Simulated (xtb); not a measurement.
GeI3 (SMILES [I][Ge]([I])[I]), doublet, geometry from GFN2-xTB, atoms displaced at random by about 0.1 Å a coordinate; GFN1-xTB (xtb).

Input for xtb:
```
$ xtb mol.xyz --gfn 1 --uhf 1 --opt loose --json

# file mol.xyz
4

I      2.24975616    -0.98845235     0.06739057
Ge    -0.05412946     0.04368362     0.83307197
I     -1.87836527    -1.40119827    -0.12438763
I     -0.17980972     2.39057479    -0.15588375
```

What the program printed (banner, timings and long lists left out):

```
   ID    Z sym.   atoms
    1   53 I      1, 3, 4
    2   32 Ge     2

           -------------------------------------------------
          |                Calculation Setup                |
           -------------------------------------------------

           -------------------------------------------------
          |                 G F N 1 - x T B                 |
           -------------------------------------------------

          ...................................................
          :                      SETUP                      :
          :.................................................:
          :  # basis functions                  40          :
          :  # atomic orbitals                  36          :
          :  # shells                           12          :
          :  # electrons                        25          :
          :  # halogen bonds                     0          :
          :  max. iterations                   250          :
          :  Hamiltonian                  GFN1-xTB          :
          :  restarted?                      false          :
          :  GBSA solvation                  false          :
          :  PC potential                    false          :
          :  electronic temp.          300.0000000     K    :
          :  accuracy                    1.0000000          :
          :  -> integral cutoff          0.2500000E+02      :
          :  -> integral neglect         0.1000000E-07      :
          :  -> SCF convergence          0.1000000E-05 Eh   :
          :  -> wf. convergence          0.2000000E-04 e    :
          :  Broyden damping             0.4000000          :
          :  net charge                          0          :
          :  unpaired electrons                  1          :
          ...................................................

 iter      E             dE          RMSdq      gap      omega  full diag
   1    -13.2398664 -0.132399E+02  0.868E+00    3.69       0.0  T
   2    -12.1981917  0.104167E+01  0.960E+00    2.02       1.0  T
   3    -13.6790201 -0.148083E+01  0.163E+00    3.43       1.0  T
   4    -13.6780271  0.992979E-03  0.757E-01    3.44       1.0  T
   5    -13.6791488 -0.112164E-02  0.371E-01    3.44       1.0  T
   6    -13.6796999 -0.551153E-03  0.235E-01    3.43       1.0  T
   7    -13.6800519 -0.351984E-03  0.247E-03    3.42      20.2  T
   8    -13.6800517  0.182558E-06  0.570E-03    3.42       8.8  T
[...]
         :: total energy             -13.663742708514 Eh    ::
 * total energy  :   -13.6637427 Eh     change        0.1243450E-13 Eh
 * total energy  :   -13.6212683 Eh     change        0.4247437E-01 Eh
 * total energy  :   -13.6644690 Eh     change       -0.4320067E-01 Eh
 * total energy  :   -13.6493027 Eh     change        0.1516635E-01 Eh
 * total energy  :   -13.6645165 Eh     change       -0.1521381E-01 Eh
 * total energy  :   -13.6616445 Eh     change        0.2871949E-02 Eh
 * total energy  :   -13.6665574 Eh     change       -0.4912864E-02 Eh
 * total energy  :   -13.6651337 Eh     change        0.1423714E-02 Eh
 * total energy  :   -13.6668260 Eh     change       -0.1692363E-02 Eh
 * total energy  :   -13.6668306 Eh     change       -0.4562147E-05 Eh
   *** GEOMETRY OPTIMIZATION CONVERGED AFTER 10 ITERATIONS ***
         :: total energy             -13.666830593878 Eh    ::
[...]
        15                         -0.1624034              -4.4192
        16                         -0.1611704              -4.3857
        17                         -0.0797302              -2.1696
        18                         -0.0748853              -2.0377
        19                         -0.0745467              -2.0285
        20                         -0.0616098              -1.6765
        21                         -0.0612552              -1.6668
        22                         -0.0515397              -1.4025
        23                         -0.0501513              -1.3647
        24                         -0.0496081              -1.3499
       ...                                ...                  ...
        36                          0.3725651              10.1380
      -------------------------------------------------------------
                  HL-Gap            0.1175953 Eh            3.1999 eV
             Fermi-level           -0.3120382 Eh           -8.4910 eV

  Mulliken/CM5 charges         n(s)   n(p)   n(d)
     1I    -0.06309 -0.02681   2.037  5.015  0.011
     2Ge    0.18967  0.08087   1.420  1.713  0.677
     3I    -0.06281 -0.02652   2.037  5.015  0.011
     4I    -0.06377 -0.02754   2.037  5.016  0.010

Wiberg/Mayer (AO) data.
largest (>0.10) Wiberg bond orders for each atom

 ---------------------------------------------------------------------------
     #   Z sym  total        # sym  WBO       # sym  WBO       # sym  WBO
 ---------------------------------------------------------------------------
     1  53 I    1.445 --     2 Ge   1.322
     2  32 Ge   3.965 --     3 I    1.322     1 I    1.322     4 I    1.321
     3  53 I    1.446 --     2 Ge   1.322
     4  53 I    1.445 --     2 Ge   1.321
 ---------------------------------------------------------------------------

Topologies differ in total number of bonds
Writing topology from bond orders to xtbtopo.mol

 dipole moment from electron density (au)
     X       Y       Z
  -0.0305   0.0002   0.5023  total (Debye):    1.279

optimized geometry written to: xtbopt.xyz

           -------------------------------------------------
          | TOTAL ENERGY              -13.666830593878 Eh   |
          | GRADIENT NORM               0.001722230845 Eh/α |
          | HOMO-LUMO GAP               3.199930981878 eV   |
           -------------------------------------------------

normal termination of xtb
```
